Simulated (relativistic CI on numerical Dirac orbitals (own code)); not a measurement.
**Spin-allowed bands of a d8 ion in a tetrahedral site, by hand**

Problem. Take Δ = 6020 cm⁻¹ and B = 940 cm⁻¹ for a d8 ion in a tetrahedral site. Calculate the three spin-allowed bands.

Working.
1. The terms of highest spin are 3F (energy 0) and 3P (15B = 14100 cm⁻¹). Here the F term splits into A2 at +1.2Δ = 7224, T2 at +0.2Δ = 1204 and T1 at −0.6Δ = -3612 cm⁻¹.
2. The two T1 states mix through the element 0.4Δ: H = [[-3612, 2408], [2408, 14100]], with roots ½(H₁₁ + H₂₂) ∓ ½√[(H₂₂ − H₁₁)² + 4H₁₂²] = ½(10488) ∓ ½(18355) = -3934 and 14422 cm⁻¹.
3. The ground term is 3T1 at -3934 cm⁻¹.
4. Bands: 3T2 5138 cm⁻¹ (1946 nm), 3A2 11158 cm⁻¹ (896 nm), 3T1(P) 18355 cm⁻¹ (545 nm).

Check. Exact diagonalisation of the whole d8 shell with these parameters gives 3T2 5138, 3A2 11158, 3T1 18355 cm⁻¹. The match is exact, since without spin-orbit coupling no other term has this spin. The ratio of the second band to the first, 2.172, depends on Δ/B = 6.4 alone, which is how a Tanabe-Sugano diagram is read.
